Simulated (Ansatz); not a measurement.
Relaxation of C6H11B (18 atoms, charge 0, multiplicity 1), to a largest force component of 0.02 eV/Å in at most 40 steps.

Level of theory: RKS PBE0/6-31G (Ansatz).

```xyz
18
Properties=species:S:1:pos:R:3
B -1.016 -1.757 0.184
C 0.100 -0.640 0.011
C 1.271 -1.274 -0.655
C 2.614 -0.806 -0.428
C -0.379 0.514 -0.847
C -0.983 1.632 -0.331
C -1.187 1.846 1.140
H -1.620 -2.040 -0.796
H -0.988 -2.477 1.097
H 0.392 -0.300 1.055
H 1.158 -2.084 -1.336
H 2.737 0.021 0.270
H 3.336 -1.245 -0.947
H -0.321 0.454 -1.893
H -1.330 2.361 -1.020
H -1.810 1.049 1.581
H -0.231 1.945 1.668
H -1.778 2.813 1.297
```

**Question.** Where does it end, and by what steps?

**Answer.** It converged. Limits of this set-up: no polarisation functions. After 33 steps the energy has fallen by 1.213 eV; H9 moved furthest, 1.45 Å. The start is strongly strained (largest force component 8 eV/Å).

```json
{"step": "0", "energy less start (eV)": "0.0000", "largest force component (eV/Å)": "8.102", "accepted": "yes"}
{"step": "2", "energy less start (eV)": "-0.8112", "largest force component (eV/Å)": "0.644", "accepted": "yes"}
{"step": "4", "energy less start (eV)": "-0.9130", "largest force component (eV/Å)": "0.298", "accepted": "yes"}
{"step": "6", "energy less start (eV)": "-0.9886", "largest force component (eV/Å)": "0.416", "accepted": "yes"}
{"step": "8", "energy less start (eV)": "-1.0194", "largest force component (eV/Å)": "0.282", "accepted": "yes"}
{"step": "10", "energy less start (eV)": "-1.0821", "largest force component (eV/Å)": "0.307", "accepted": "yes"}
{"step": "12", "energy less start (eV)": "-1.1269", "largest force component (eV/Å)": "0.386", "accepted": "yes"}
{"step": "14", "energy less start (eV)": "-1.1538", "largest force component (eV/Å)": "0.143", "accepted": "yes"}
{"step": "16", "energy less start (eV)": "-1.1578", "largest force component (eV/Å)": "0.051", "accepted": "yes"}
{"step": "18", "energy less start (eV)": "-1.1595", "largest force component (eV/Å)": "0.207", "accepted": "yes"}
{"step": "20", "energy less start (eV)": "-1.1629", "largest force component (eV/Å)": "0.334", "accepted": "yes"}
{"step": "22", "energy less start (eV)": "-1.1704", "largest force component (eV/Å)": "0.495", "accepted": "no"}
{"step": "24", "energy less start (eV)": "-1.1880", "largest force component (eV/Å)": "0.085", "accepted": "yes"}
{"step": "26", "energy less start (eV)": "-1.2004", "largest force component (eV/Å)": "0.241", "accepted": "yes"}
{"step": "28", "energy less start (eV)": "-1.2095", "largest force component (eV/Å)": "0.111", "accepted": "yes"}
{"step": "30", "energy less start (eV)": "-1.2120", "largest force component (eV/Å)": "0.142", "accepted": "yes"}
{"step": "32", "energy less start (eV)": "-1.2129", "largest force component (eV/Å)": "0.021", "accepted": "yes"}
{"step": "33", "energy less start (eV)": "-1.2131", "largest force component (eV/Å)": "0.016", "accepted": "yes"}
```

```xyz
18
Properties=species:S:1:pos:R:3
B -0.862 -1.266 0.194
C 0.488 -0.463 -0.002
C 1.566 -1.084 -0.820
C 2.848 -1.181 -0.455
C -0.451 0.439 -0.779
C -1.345 1.307 -0.244
C -1.458 1.726 1.185
H -1.239 -2.023 -0.654
H -1.497 -1.123 1.197
H 0.875 0.005 0.906
H 1.246 -1.510 -1.772
H 3.207 -0.776 0.488
H 3.583 -1.677 -1.081
H -0.473 0.280 -1.855
H -2.027 1.805 -0.933
H -2.461 1.519 1.578
H -0.735 1.224 1.831
H -1.303 2.810 1.269
```

Time of the run: 120 s on 1 thread of Intel(R) Xeon(R) 6975P-C (Granite Rapids), on a shared host, peak memory 0.2 GiB.
